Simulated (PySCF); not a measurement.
## Multinuclear NMR of C4H8N4Si

Mapped SMILES: `[CH3:1][N:2]([CH3:3])[Si:4]([NH2:5])([C:6]#[N:7])[C:8]#[N:9]`. Each H is labelled by its parent atom.

- shieldings: GIAO PBE0/pcSseg-1
- GFN2-xTB structure
- code: PySCF 2.14.0 with density-fitted response routines
- single conformer, rapidly exchanging positions averaged, in vacuum, no relativistic terms

(1) What are the 29Si shifts?

(2) Where does 15N resonate?

## Answers

(1) 
```json
{"atoms": "Si4", "environment": "silicon bonded to 2 C, 2 N", "σ (ppm)": "424.1", "δ (ppm)": "-68.7"}
```

Shieldings were converted by a linear fit to measured shifts: 29Si: δ = 279.94 − 0.822σ (rms 8.9 ppm, 72 shifts, 25.8 ppm with the 6 outliers that the fit left out vs TMS, solution or neat liquid). Occasional misses reach two or three times the rms, and more in compound classes unlike the fitted ones.

On a 400 MHz spectrometer 29Si resonates near 79.5 MHz, so 1 ppm is 79.5 Hz.

(2) 
```json
{"atoms": "N7/N9", "environment": "nitrile nitrogen", "σ (ppm)": "-88.9", "δ (ppm)": "-66.2"}
{"atoms": "N2", "environment": "nitrogen bonded to 2 C, Si", "σ (ppm)": "230.0", "δ (ppm)": "-360.0"}
{"atoms": "N5", "environment": "nitrogen bonded to Si, 2 H", "σ (ppm)": "231.2", "δ (ppm)": "-361.1"}
```

Shieldings were converted by a linear fit to measured shifts: 15N (scatter 6.3 ppm rms vs CH3NO2, solution or neat liquid). Occasional misses reach two or three times the rms, and more in compound classes unlike the fitted ones.

On a 400 MHz spectrometer 15N resonates near 40.5 MHz, so 1 ppm is 40.5 Hz.
